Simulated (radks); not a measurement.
Problem. Rb IV, configuration [Ar] 3d10 4s2 4p4. Method: scalar-relativistic Kohn-Sham, SCAN, spin-polarised, spherical densities, finite nucleus; open shells are filled with parallel spins first (spin-orbit coupling, left out, can overturn this in heavy ions); meta-GGA in the generalised Kohn-Sham scheme; Fermi nuclear charge, rms radius 4.2036 fm; computed with a radial shooting solver on a logarithmic mesh with Libxc functionals. Some entries of the table are withheld. Estimate them.

| orbital | occ. | eigenvalue (hartree) | <r> (bohr) |
|---|---|---|---|
| 1s up | 1 | -555.1908 | 0.04030 |
| 1s down | 1 | -555.1808 | 0.04030 |
| 2s up | 1 | -75.72150 | 0.1777 |
| 2s down | 1 | -75.71772 | 0.1777 |
| 2p up | 3 | -67.18133 | 0.1551 |
| 2p down | 3 | -67.17253 | 0.1551 |
| 3s up | 1 | -12.52519 | 0.5090 |
| 3s down | 1 | -12.51594 | 0.5090 |
| 3p up | 3 | -9.75243 | (1) |
| 3p down | 3 | -9.74065 | (2) |
| 3d up | 5 | -5.19334 | (3) |
| 3d down | 5 | -5.17757 | (4) |
| 4s up | 1 | -2.44277 | (5) |
| 4s down | 1 | -2.33122 | (6) |
| 4p up | 3 | -1.78064 | 1.563 |
| 4p down | 1 | -1.67297 | 1.574 |

Solution. 
(1) 3p up <r> (bohr): 0.5176
(2) 3p down <r> (bohr): 0.5174
(3) 3d up <r> (bohr): 0.5244
(4) 3d down <r> (bohr): 0.5229
(5) 4s up <r> (bohr): 1.395
(6) 4s down <r> (bohr): 1.397
